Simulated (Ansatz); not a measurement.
Two shapes of singlet ScF₃.

Shape 1:

```xyz
4

Sc   -0.0411    0.0284    0.0023
F     1.7847    0.0285   -0.0169
F    -0.9022    1.6266   -0.0077
F    -0.9060   -1.5912   -0.0480
```

Shape 2:

```xyz
4

Sc    0.0000    0.0000    0.0000
F     1.6764    0.0000    0.0000
F    -0.8382    1.4518    0.0000
F    -0.8382   -1.4518    0.0000
```

Basis set: def2-TZVP (spherical functions). Frozen core: 8 orbitals. Charge 0, multiplicity 1.

Computed with Ansatz (development build ahead of 0.2.0); each method stands on the lowest determinant of its kind that the runs found.

Problem. Which shape is lower in energy, and by how much in each method?

Solution.

```tsv
method	E(2) − E(1) (eV)
RHF	1.702
RHF-MP2	1.651
```

Shape 1 is lower. Caution: no unrestricted run beside it, a lower state can exist.
